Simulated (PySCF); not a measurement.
Input of a run (PBE0-D3(BJ)/def2-SVP geometry optimisation, gas phase, def2 core potentials past Kr (PySCF 2.14.0)), started from GFN2-xTB:
```
{"job": {"xc": "PBE0", "basis": "def2-SVP", "d3": "d3bj", "grid": 1, "maxiter": 30, "shake": 0.03, "kind": "geom"}, "charge": 0, "multiplicity": 1}
Sn     0.058260    -0.070610     0.079690
Cl    -0.003510     0.007420     2.402590
C      2.048640    -0.014900    -0.557930
C      3.159190    -0.617630     0.129910
H      2.334820     0.524580    -1.462400
H      2.846330    -1.160710     1.037620
H      4.120790    -0.605980    -0.178580
C     -1.009880     1.857290    -0.535040
C     -1.004420     2.985710     0.214820
H     -1.664800     1.761080    -1.385390
H     -0.444720     3.060330     1.085580
H     -1.523630     3.853610    -0.136940
C     -1.158530    -1.795660    -0.524270
C     -2.097970    -2.348290     0.236180
H     -0.756300    -2.329400    -1.409340
H     -2.393540    -1.873450     1.158800
H     -2.539270    -3.233980    -0.095050
```

Output (energies in Eh, forces in Eh/bohr):
```
step   0  E = -907.72889953  max force = 0.161092
step   1  E = -907.75932842  max force = 0.014058
step   2  E = -907.76176664  max force = 0.015197
step   3  E = -907.76400517  max force = 0.006038
step   4  E = -907.76437312  max force = 0.002836
step   5  E = -907.76467553  max force = 0.003677
step   6  E = -907.76536442  max force = 0.003489
step   7  E = -907.76605946  max force = 0.004466
step   8  E = -907.76659512  max force = 0.004240
step   9  E = -907.76695110  max force = 0.002925
step  10  E = -907.76704971  max force = 0.001194
step  11  E = -907.76708163  max force = 0.000653
step  12  E = -907.76709091  max force = 0.000422
optimisation converged
```

Task: Summarise the run.

Result: The energy falls by 24.0 kcal/mol over 13 energy and gradient evaluations, the largest force component goes from 0.1611 to 4.2e-04 Eh/bohr, and the atoms move by 0.544 Å rms after alignment. The bond that changes most is Sn1–C8 (ends: tin bonded to 3 C and Cl; carbon bonded to C, Sn and H), which shortens by 0.156 Å. Bonds longer at the end by more than 0.005 Å: 10 of 16; shorter: 6. Among the angles that change most is C3–C4–H6, from 112.4° to 121.8°. Among the dihedrals that turn most is C3–Sn1–C13–H15, from -21° to -67°. The energy never rose by more than 1e-6 Eh on the way. The first step brought 80 % of the lowering.

Task: What are the final bond lengths?

Result: Sn1–Cl2 2.376 Å, Sn1–C3 2.133 Å, Sn1–C8 2.132 Å, Sn1–C13 2.134 Å, C3–C4 1.335 Å, C3–H5 1.097 Å, C4–H6 1.096 Å, C4–H7 1.097 Å, C8–C9 1.335 Å, C8–H10 1.097 Å, C9–H11 1.096 Å, C9–H12 1.097 Å, C13–C14 1.335 Å, C13–H15 1.097 Å, C14–H16 1.096 Å, C14–H17 1.097 Å. Numbering counts from 1 in the input's order; the species is `C=[CH][Sn]([CH]=C)([CH]=C)[Cl]` (SnCl(vinyl)3).

The run used 173 basis functions and 100 SCF cycles in all. The run took 3.9 min wall on Arm Neoverse V1, one thread, no GPU, shared host, and the process peaked at 0.70 GiB of memory.

PBE0-D3(BJ)/def2-SVP frequencies: not computed here. One conformer, not necessarily the lowest.
